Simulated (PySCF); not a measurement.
GaF₂, SMILES [F][Ga][F], multiplicity 2. Atoms are numbered in the order given.

```xyz
3

Ga     0.0000     0.0000     0.3435
F      0.0000    -1.4862    -0.5915
F      0.0000     1.4862    -0.5915
```
Charge 0, spin multiplicity 2.

Geometry: r2SCAN-D4/def2-TZVP. The multiplicity is an assumed one; other spin states were not compared. The isomer is the one that the SMILES or the coordinates give; other isomers of the formula were not compared.

The numbers are results of TDA-PBE/def2-SVPD run with PySCF, not measurements.

Vertical excitations. The molecule is in vacuum.

Computed lowest excited states:
| state | energy (eV) | λ (nm) | f | main pairs |
|---|---|---|---|---|
| root 1 | 3.72 | 333 | 0.000 | β HOMO→LUMO 100 % |
| root 2 | 3.88 | 320 | 0.000 | β HOMO−1→LUMO 100 % |
| root 3 | 4.17 | 297 | 0.014 | α HOMO→LUMO 36 %, β HOMO−3→LUMO 64 % |
| root 4 | 4.24 | 293 | 0.012 | β HOMO−2→LUMO 98 % |
| root 5 | 4.51 | 275 | 0.100 | α HOMO→LUMO 63 %, β HOMO−3→LUMO 36 % |
| root 6 | 5.30 | 234 | 0.023 | β HOMO−4→LUMO 89 % |
| root 7 | 6.23 | 199 | 0.045 | α HOMO→LUMO+1 73 %, β HOMO−5→LUMO 26 % |
| root 8 | 6.64 | 187 | 0.127 | α HOMO→LUMO+2 78 %, α HOMO−2→LUMO 21 % |
| root 9 | 6.69 | 185 | 0.000 | α HOMO−1→LUMO 99 % |
| root 10 | 6.74 | 184 | 0.110 | α HOMO−4→LUMO 29 %, α HOMO→LUMO+1 20 %, β HOMO−5→LUMO 47 % |
Unrestricted roots are not spin-pure.
